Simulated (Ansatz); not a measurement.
Born–Oppenheimer molecular dynamics of AlCl2H3O (7 atoms, charge 0, multiplicity 1). It starts at the highest image of a converged band, a first-order saddle point between two minima.

Computed with RKS PBE-D4/def2-SVP (Ansatz 0.2.0).

```yaml
ensemble: NVE (velocity Verlet)
time_step: 0.5 fs
steps_asked: 200
starting_velocities_drawn_for: 100 K
seed: 10873
```

First frame:

```xyz
7
Properties=species:S:1:pos:R:3
Al 0.090 0.292 0.000
O 0.059 -0.040 1.828
H -0.777 -0.312 2.256
Cl 1.830 -0.337 -1.001
Cl -1.808 0.086 -0.903
H 0.265 1.882 0.746
H 0.135 1.200 1.560
```

How far do the bonds stretch over the last three quarters of this one trajectory? (Pairs bonded in most of those frames.)


```json
{"bond": "Al1–O2", "mean (Å)": "1.718", "spread (Å)": "0.064", "shortest": "1.62", "longest": "1.82"}
{"bond": "Al1–Cl4", "mean (Å)": "2.101", "spread (Å)": "0.035", "shortest": "2.05", "longest": "2.16"}
{"bond": "Al1–Cl5", "mean (Å)": "2.115", "spread (Å)": "0.018", "shortest": "2.08", "longest": "2.14"}
{"bond": "O2–H3", "mean (Å)": "0.972", "spread (Å)": "0.007", "shortest": "0.96", "longest": "0.98"}
{"bond": "H6–H7", "mean (Å)": "0.776", "spread (Å)": "0.028", "shortest": "0.73", "longest": "0.82"}
```

Mean temperature of the second half: 613 K. The conserved energy stayed within 0.11 meV per atom of its start (net change -0.09 meV per atom), so the integration is sound. The system heated up, since it started high on the potential surface and ran downhill. A run of 0.1 ps of so small a system gives no equilibrium averages. The orbitals stay closed-shell, which can raise the energy where a bond breaks towards radicals; this wasn't checked here.

The run took 4.1 min on 2 threads of Arm Neoverse V1, with other jobs on the host, peak memory 0.12 GiB.
